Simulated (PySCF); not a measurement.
Dipole response of Hg+ (mercury, charge +1)

[Xe] 4f14 5d9 6s1 6p1, one real determinant (an excited configuration). All numbers are calculated (PySCF 2.14, scalar relativity through the core potential, in def2-QZVPPD with the def2 core potential (60 electrons) (7s5p4d4f2g, 88 functions)). Coupled (time-dependent) response in atomic units; α is the mean over directions.

| method | mean α (bohr³) | α xx, yy, zz | C₆ (like pair) | S(−4) |
| --- | --- | --- | --- | --- |
| TPSSh | 27.83 | 24.00, 24.00, 35.51 | 235.0 | 284.1 |
| M06-L | 29.56 | 25.05, 25.05, 38.58 | 250.9 | 333.2 |

S(−4) is the Cauchy moment in α(ω) = α(0) + S(−4) ω² + …

Spin-orbit coupling is absent.

α(iu) at TPSSh:

```
u (hartree)  α(iu) (bohr³)
          0          27.83
     0.0500          27.15
      0.100          25.36
      0.200          20.56
      0.300          16.28
      0.500          10.82
      0.750          7.380
       1.00          5.517
       1.50          3.539
       2.00          2.493
       3.00          1.428
       5.00         0.6345
```

For an ion, C₆ is the dispersion term alone; charge-induced terms of lower order in 1/R come first.

The components differ because the open shell of this determinant is not spherical; for a pure term their mean is the scalar polarisability.

⟨L²⟩ = 8.02 against 12 for a pure F term, so this real determinant mixes terms. Energies and moments cover only the electrons outside the core potential. Spin-orbit coupling, absent here, splits the open shell strongly.
